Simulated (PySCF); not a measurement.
Record of a relaxation.

Compound: C2H9NSi2.
Atom-mapped SMILES: `[CH2:1]=[N:2][SiH2:3][CH2:4][SiH3:5]` (hydrogens: H6, H7 on C1; H8, H9 on Si3; H10, H11 on C4; H12, H13, H14 on Si5)

Method: PBE0-D3(BJ)/def2-SVP geometry optimisation, gas phase in PySCF; density fitting, grid level 1; the optimiser is geomeTRIC in internal coordinates, started from a GFN2-xTB structure with every atom displaced at random (about 0.01 Å). The frame can shift and turn from step to step; on so coarse a grid that alone can change the energy by a few meV, and forces under 0.02 eV/Å are noise.

Step 0: E = -19446.9191 eV, largest atomic force 2.916 eV/Å
```
atom  x, y, z in Å  |  force x, y, z in eV/Å
C1     -2.431   -0.258    0.816   -2.441   1.564   0.314
N2     -1.395   -0.353    0.169    2.051  -0.570  -0.937
Si3    -0.672    0.526   -1.125    1.732   0.241   0.907
C4      1.009    1.191   -0.401   -2.036  -0.942   0.715
Si5     2.012   -0.075    0.563   -0.507   0.896   0.073
H6     -3.212    0.544    0.636    0.279  -0.416   0.146
H7     -2.664   -0.941    1.609   -0.288  -0.805   0.969
H8     -0.426   -0.504   -2.130    0.104  -0.271  -0.598
H9     -1.427    1.650   -1.671   -0.527   0.555  -0.315
H10     1.566    1.574   -1.216    0.991   0.608  -1.244
H11     0.756    2.039    0.256    0.041   0.030   0.034
H12     1.324   -0.485    1.796   -0.233  -0.181   0.312
H13     2.289   -1.217   -0.277    0.230  -0.839  -0.509
H14     3.263    0.575    0.969    0.603   0.130   0.133
```

Step 1: E = -19447.1435 eV, largest atomic force 0.688 eV/Å
```
atom  x, y, z in Å  |  force x, y, z in eV/Å
C1     -2.323   -0.515    0.881    0.162  -0.407  -0.181
N2     -1.227   -0.600    0.263    0.052  -0.038   0.282
Si3    -0.587    0.302   -1.090   -0.267   0.612  -0.167
C4      0.835    1.361   -0.452    0.270   0.004  -0.251
Si5     2.034    0.361    0.599   -0.018  -0.244   0.042
H6     -3.167    0.134    0.578   -0.062   0.171   0.016
H7     -2.519   -1.165    1.764    0.040   0.193  -0.122
H8     -0.165   -0.672   -2.144    0.062   0.022   0.142
H9     -1.592    1.255   -1.695   -0.044  -0.162  -0.014
H10     1.388    1.790   -1.320   -0.241  -0.178   0.243
H11     0.429    2.216    0.120   -0.011  -0.120  -0.036
H12     1.382   -0.043    1.880    0.054   0.021   0.014
H13     2.392   -0.875   -0.171    0.036   0.036   0.078
H14     3.302    1.086    0.921   -0.033   0.090  -0.046
```

Step 2: E = -19447.1834 eV, largest atomic force 0.307 eV/Å
```
atom  x, y, z in Å  |  force x, y, z in eV/Å
C1     -2.331   -0.538    0.848    0.039   0.246   0.056
N2     -1.222   -0.602    0.257    0.106  -0.183   0.159
Si3    -0.609    0.332   -1.085   -0.103   0.237  -0.166
C4      0.833    1.346   -0.446    0.080  -0.093  -0.054
Si5     2.042    0.345    0.604   -0.037  -0.075  -0.011
H6     -3.151    0.156    0.557   -0.065  -0.074  -0.014
H7     -2.531   -1.154    1.746   -0.039  -0.056  -0.086
H8     -0.165   -0.638   -2.125    0.042  -0.025  -0.009
H9     -1.641    1.248   -1.694   -0.015  -0.048   0.030
H10     1.372    1.765   -1.316   -0.029  -0.022   0.044
H11     0.439    2.199    0.131    0.024   0.007   0.044
H12     1.428   -0.036    1.910    0.009   0.021   0.004
H13     2.421   -0.900   -0.136    0.005   0.016   0.028
H14     3.296    1.113    0.882   -0.016   0.049  -0.024
```

Step 3: E = -19447.1923 eV, largest atomic force 0.259 eV/Å
```
atom  x, y, z in Å  |  force x, y, z in eV/Å
C1     -2.342   -0.526    0.840   -0.222  -0.118  -0.062
N2     -1.217   -0.584    0.279    0.078   0.006   0.079
Si3    -0.623    0.360   -1.070    0.041  -0.006  -0.086
C4      0.845    1.334   -0.445   -0.085  -0.075   0.037
Si5     2.057    0.336    0.605   -0.018   0.042  -0.021
H6     -3.187    0.128    0.523    0.103   0.035  -0.015
H7     -2.569   -1.184    1.697   -0.013   0.000   0.114
H8     -0.176   -0.618   -2.101   -0.003  -0.025  -0.057
H9     -1.674    1.252   -1.671   -0.001   0.025   0.033
H10     1.374    1.738   -1.321    0.095   0.067  -0.070
H11     0.476    2.195    0.137    0.042   0.049   0.052
H12     1.476   -0.003    1.935   -0.014   0.012   0.000
H13     2.436   -0.925   -0.101   -0.009  -0.010  -0.005
H14     3.304    1.134    0.829    0.005   0.001   0.002
```

Step 4: E = -19447.1969 eV, largest atomic force 0.215 eV/Å
```
atom  x, y, z in Å  |  force x, y, z in eV/Å
C1     -2.350   -0.538    0.836   -0.120   0.053  -0.170
N2     -1.216   -0.590    0.290    0.112  -0.052   0.118
Si3    -0.625    0.358   -1.062    0.046  -0.047  -0.032
C4      0.849    1.334   -0.443   -0.095  -0.017  -0.012
Si5     2.062    0.337    0.601    0.008   0.020   0.005
H6     -3.176    0.119    0.482   -0.023  -0.008   0.066
H7     -2.594   -1.174    1.707    0.029   0.000   0.022
H8     -0.184   -0.616   -2.103   -0.013   0.007  -0.015
H9     -1.681    1.254   -1.649   -0.009   0.019   0.025
H10     1.378    1.740   -1.320    0.045   0.030  -0.023
H11     0.490    2.196    0.145    0.024   0.010   0.013
H12     1.483    0.008    1.936   -0.006   0.005   0.002
H13     2.435   -0.928   -0.100   -0.004  -0.011  -0.001
H14     3.310    1.136    0.815    0.006  -0.009   0.003
```

Step 5: E = -19447.1985 eV, largest atomic force 0.154 eV/Å
```
atom  x, y, z in Å  |  force x, y, z in eV/Å
C1     -2.362   -0.548    0.818    0.083   0.043   0.122
N2     -1.213   -0.594    0.300   -0.015   0.022   0.000
Si3    -0.622    0.356   -1.057    0.004  -0.023  -0.012
C4      0.854    1.335   -0.446   -0.034   0.044  -0.060
Si5     2.065    0.339    0.600    0.029  -0.013   0.027
H6     -3.193    0.101    0.467   -0.007  -0.002  -0.066
H7     -2.599   -1.162    1.710   -0.015  -0.033  -0.065
H8     -0.192   -0.614   -2.109   -0.012   0.031   0.025
H9     -1.683    1.258   -1.625   -0.006   0.003   0.007
H10     1.389    1.743   -1.323   -0.025  -0.024   0.040
H11     0.509    2.199    0.148   -0.008  -0.029  -0.028
H12     1.483    0.026    1.937    0.004  -0.001   0.003
H13     2.426   -0.935   -0.093    0.000  -0.005   0.006
H14     3.319    1.132    0.806    0.002  -0.013   0.000
```

Step 6: E = -19447.2006 eV, largest atomic force 0.044 eV/Å
```
atom  x, y, z in Å  |  force x, y, z in eV/Å
C1     -2.361   -0.548    0.818    0.016   0.012   0.019
N2     -1.208   -0.590    0.310    0.007   0.006   0.006
Si3    -0.624    0.360   -1.050    0.003  -0.021   0.007
C4      0.856    1.335   -0.448    0.009   0.032  -0.028
Si5     2.067    0.340    0.600    0.009  -0.003   0.013
H6     -3.188    0.098    0.449   -0.009  -0.004  -0.013
H7     -2.613   -1.173    1.696    0.001  -0.003  -0.024
H8     -0.199   -0.610   -2.103   -0.011   0.011   0.004
H9     -1.690    1.260   -1.611   -0.006   0.003   0.006
H10     1.389    1.738   -1.327   -0.007  -0.013   0.022
H11     0.515    2.202    0.145   -0.013  -0.010  -0.014
H12     1.490    0.039    1.942    0.002   0.001   0.001
H13     2.422   -0.942   -0.083   -0.003  -0.002   0.002
H14     3.325    1.128    0.797    0.002  -0.009  -0.002
```

Step 7: E = -19447.2013 eV, largest atomic force 0.030 eV/Å
```
atom  x, y, z in Å  |  force x, y, z in eV/Å
C1     -2.363   -0.551    0.812   -0.006  -0.017  -0.021
N2     -1.202   -0.584    0.322    0.006   0.016   0.004
Si3    -0.625    0.366   -1.041    0.003  -0.013   0.011
C4      0.861    1.337   -0.451    0.026   0.014   0.002
Si5     2.070    0.340    0.602   -0.008  -0.001   0.004
H6     -3.192    0.080    0.422   -0.003   0.002   0.011
H7     -2.625   -1.179    1.685    0.001   0.005   0.002
H8     -0.210   -0.603   -2.097   -0.004   0.000  -0.009
H9     -1.697    1.266   -1.591   -0.001   0.002   0.004
H10     1.394    1.733   -1.332    0.001  -0.007   0.004
H11     0.527    2.208    0.139   -0.015   0.001  -0.007
H12     1.496    0.058    1.950    0.001   0.002   0.000
H13     2.409   -0.952   -0.069   -0.003  -0.001  -0.001
H14     3.337    1.117    0.785    0.002  -0.003  -0.003
```

Step 8: E = -19447.2016 eV, largest atomic force 0.029 eV/Å
```
atom  x, y, z in Å  |  force x, y, z in eV/Å
C1     -2.364   -0.556    0.807   -0.001  -0.019  -0.016
N2     -1.197   -0.579    0.329   -0.005   0.013  -0.006
Si3    -0.624    0.371   -1.036    0.000  -0.004   0.007
C4      0.866    1.340   -0.454    0.024   0.004   0.015
Si5     2.069    0.340    0.605   -0.011  -0.003   0.000
H6     -3.194    0.069    0.410    0.000   0.002   0.008
H7     -2.628   -1.186    1.677    0.000   0.006   0.009
H8     -0.218   -0.597   -2.097   -0.002  -0.002  -0.008
H9     -1.699    1.273   -1.579    0.001   0.000   0.002
H10     1.401    1.727   -1.337    0.004  -0.004  -0.004
H11     0.536    2.215    0.131   -0.010   0.004  -0.005
H12     1.495    0.076    1.956    0.001   0.003   0.001
H13     2.393   -0.961   -0.056   -0.002   0.000   0.000
H14     3.344    1.104    0.778    0.002   0.000  -0.003
```

Step 9: E = -19447.2020 eV, largest atomic force 0.022 eV/Å
```
atom  x, y, z in Å  |  force x, y, z in eV/Å
C1     -2.362   -0.563    0.803    0.005  -0.012  -0.003
N2     -1.192   -0.572    0.332   -0.011   0.009  -0.009
Si3    -0.623    0.380   -1.034   -0.001   0.002  -0.003
C4      0.874    1.343   -0.458    0.002  -0.008   0.020
Si5     2.064    0.339    0.610   -0.009  -0.004  -0.002
H6     -3.198    0.052    0.401    0.004   0.002   0.003
H7     -2.623   -1.194    1.673   -0.002   0.001   0.009
H8     -0.227   -0.588   -2.099    0.002  -0.002  -0.005
H9     -1.699    1.286   -1.568    0.002   0.000   0.001
H10     1.413    1.719   -1.344    0.007   0.001  -0.008
H11     0.547    2.226    0.118    0.001   0.005  -0.002
H12     1.489    0.099    1.966    0.001   0.004   0.001
H13     2.366   -0.975   -0.037    0.000   0.000   0.001
H14     3.352    1.084    0.771    0.001   0.002  -0.002
```

Task: Summarise the path.

Result: The energy falls by 6.52 kcal/mol from step 0 to step 9; nine tenths of that is first reached at step 2. It falls at every step. The largest force goes from 2.916 to 0.022 eV/Å. Among the bonds Si3–C4 changes most, from 1.947 to 1.871 Å; the atoms move by 0.164 Å rms after alignment.

Task: Follow the three bonds and two angles with the largest change from start to end.

Result: 
```
step  E above end (kcal/mol)  largest force (eV/Å)  Si3–C4 (Å)  Si5–H13 (Å)  Si3–H9 (Å)  C1–N2–Si3 (°)  N2–Si3–H9 (°)
   0                    6.52                 2.916       1.947        1.445       1.459          135.4          117.2
   1                    1.35                 0.688       1.885        1.500       1.511          131.6          113.1
   2                    0.43                 0.307       1.875        1.497       1.507          130.0          113.2
   3                    0.22                 0.259       1.870        1.494       1.504          128.5          113.0
   4                    0.12                 0.215       1.873        1.494       1.504          127.9          112.7
   5                    0.08                 0.154       1.874        1.495       1.504          127.1          112.2
   6                    0.03                 0.044       1.872        1.495       1.504          126.7          112.1
   7                    0.02                 0.030       1.871        1.495       1.504          126.1          111.9
   8                    0.01                 0.029       1.871        1.495       1.504          125.9          111.8
   9                    0.00                 0.022       1.871        1.495       1.504          125.9          111.7
```

The cost below is that of the whole optimisation. Time: 57 s wall; peak memory 0.52 GiB. Hardware: one thread, Arm Neoverse V2 (aarch64) (shared host).
